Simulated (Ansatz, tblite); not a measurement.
Removing an electron: SiTe2⁻. The state is a doublet with charge -1. Geometry: r2SCAN-D4/def2-TZVPD. Ansatz, gas phase; energy differences of separate SCF runs; the oxidised species is a singlet (the triplet lies 0.49 eV higher at PBE0-D4/def2-TZVPD).

```xyz
3

Si   -0.283    0.244   -0.513
Te    0.195   -2.081   -0.702
Te    0.089    1.837    1.216
```

In the def2 sets Te takes a core potential; there is no spin–orbit coupling. The xTB rows come from tblite. The structure comes from a short search, and lower isomers may exist.

Estimate orbital energies and vertical ionisation energies at: GFN2-xTB; PBE-D4/def2-TZVPD; r2SCAN-D4/def2-TZVPD; PBE0-D4/def2-TZVPD.


```
               level  −HOMO (eV)  vertical IE (eV)  −LUMO (eV)  HOMO–LUMO gap (eV)
            GFN2-xTB           –              3.26           –                   –
   PBE-D4/def2-TZVPD        0.27              2.57       -0.46                0.73
r2SCAN-D4/def2-TZVPD        0.53              2.75       -0.70                1.24
  PBE0-D4/def2-TZVPD        1.19              2.79       -1.12                2.31
```

  HOMO and LUMO are the levels of the spin that leaves or enters (xTB has no such levels and no spin-polarisation term). Other spin states of the ions may lie lower, which would lower the ionisation energy or raise the affinity. Raw xTB energy differences between charge states are shifted by several eV; the methods need an empirical correction for them.
